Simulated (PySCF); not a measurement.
A PySCF script (with the pyscf-properties extension) for the NMR shieldings of `InChI=1S/C3H6F3PSi/c4-3(5,6)7-1-2(7)8/h2H,1H2,8H3/t2-,7?/m1/s1`, on a GFN2-xTB geometry:

```python
import basis_set_exchange as bse
import numpy as np
from pyscf import gto, dft
from pyscf.prop import nmr

atoms = """
F     2.191169   -0.105441    1.268982
C     2.274518   -0.365014   -0.045166
F     2.582269   -1.667808   -0.154554
F     3.333649    0.322520   -0.501010
P     0.730226    0.030080   -1.082313
C    -0.001330    1.277803    0.048245
C    -0.520669   -0.114147    0.271126
Si   -2.289869   -0.549476   -0.248687
H     0.643653    1.726451    0.793842
H    -0.663012    1.987037   -0.431922
H    -0.157297   -0.614181    1.163116
H    -3.174883   -0.075207    0.817243
H    -2.568636    0.144428   -1.506154
H    -2.380466   -1.997519   -0.414913
"""
names = dict.fromkeys(["F", "C", "P", "Si", "H"], "pcSseg-1")
basis = {el: gto.basis.parse(bse.get_basis(n, elements=[el], fmt="nwchem")) for el, n in names.items()}
mol = gto.M(atom=atoms, basis=basis, charge=0, verbose=0)
mf = dft.RKS(mol, xc="PBE0")
mf.grids.level = 2
mf.grids.alignment = dft.numint.BLKSIZE   # the property module wants whole blocks of grid points
mf.conv_tol = 1e-9
mf.kernel()

calc = nmr.RKS(mf)   # GIAO
C = mf.mo_coeff
Co = C[:, mf.mo_occ > 0]
resp = mf.gen_response(singlet=True, hermi=2)
def vind(x):   # induced exchange potential for any number of trial vectors
    d = np.einsum("pi,xij,qj->xpq", C, 2 * x.reshape(-1, C.shape[1], Co.shape[1]), Co, optimize=True)
    return np.einsum("xpq,pi,qj->xij", resp(d - d.transpose(0, 2, 1)), C, Co, optimize=True).ravel()
mo1, _ = nmr.rhf.solve_mo1(calc, with_cphf=vind)
sigma = calc.kernel(mo1)
for i, s in enumerate(sigma):   # ppm
    print("%2d %-2s %9.2f" % (i, mol.atom_pure_symbol(i), np.trace(s) / 3))
```

Problem. Give the expected output.

Solution. 
```
 0 F     262.99
 1 C      46.10
 2 F     233.77
 3 F     234.79
 4 P     555.25
 5 C     174.29
 6 C     186.15
 7 Si    413.31
 8 H      29.87
 9 H      30.85
10 H      30.80
11 H      27.37
12 H      28.49
13 H      27.40
```

These numbers come from an equivalent density-fitted implementation of the same equations, which agrees with the script to about 0.01 ppm for H and up to a few tenths of a ppm for heavy atoms, so last digits may differ.

Size and cost of the density-fitted run: 180 basis functions, roughly 90 core-seconds.
